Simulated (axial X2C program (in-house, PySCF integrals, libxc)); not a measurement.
**Ca₂⁺: cheaper levels and CCSD(T), with spin–orbit coupling**

Computed with an in-house all-electron X2C program for linear molecules (integrals from PySCF). Two-component (2c) means X2C with spin–orbit coupling and atomic mean-field two-electron Coulomb and Gaunt terms. Basis: Ca dyall-cv3z [11s12p6d4f] (cores contracted in-house); Gaussian nuclei, density fitting, unrestricted open shells. Masses: Ca 39.963 u.

State: Ω = 1/2 (⟨Sz⟩ = 0.50, ⟨Lz⟩ = 0.00 at HF); fragments Ca + Ca+.

```tsv
level	Re (Å)	ωe (cm⁻¹)	De (eV)
PBE0	3.846	127.4	1.31
HF	4.110	110.2	1.08
CCSD	3.939	126.3	1.09
BP86	3.815	126.4	1.32
```

Correlated methods: 3 electrons correlated (number of frozen shells: Ca 3 s, 2 p), 305 virtual spin orbitals or spinors in MP2, 61 natural virtuals in coupled cluster.

CCSD(T), same Hamiltonian and basis:

Re = 3.931 Å, ωe = 127.1 cm⁻¹, De = 1.10 eV; T1 = 0.082 (Lee–Taylor normalisation).

Task: Give the differences from CCSD(T) in the columns below.

Result: 

| level | ΔRe (Å) | Δωe (cm⁻¹) | ΔDe (eV) |
| --- | --- | --- | --- |
| PBE0 | -0.085 | 0.3 | 0.21 |
| HF | 0.179 | -16.9 | -0.02 |
| CCSD | 0.008 | -0.8 | -0.01 |
| BP86 | -0.116 | -0.7 | 0.22 |

One determinant describes the state; a PBE0 search over occupations chose it and may have missed a lower one. De is counted from the lowest determinant-based energies of the atoms at the same level, without counterpoise correction. Density functionals use the spin component along the axis (collinear). CCSD and (T) use frozen natural virtuals with an MP2 correction for the truncation; (T) itself is uncorrected, so its De runs slightly low. The outer-core s and p shells of the metal are frozen in the correlated rows, which leaves out core–valence correlation; for alkali and alkaline-earth bonds that tends to lengthen them. The determinant is spin-polarised beyond a pure state at some levels (its spin-free form has ⟨S²⟩ too high), which makes Re and μ there less reliable. The T1 diagnostic is large, a sign of multireference character.
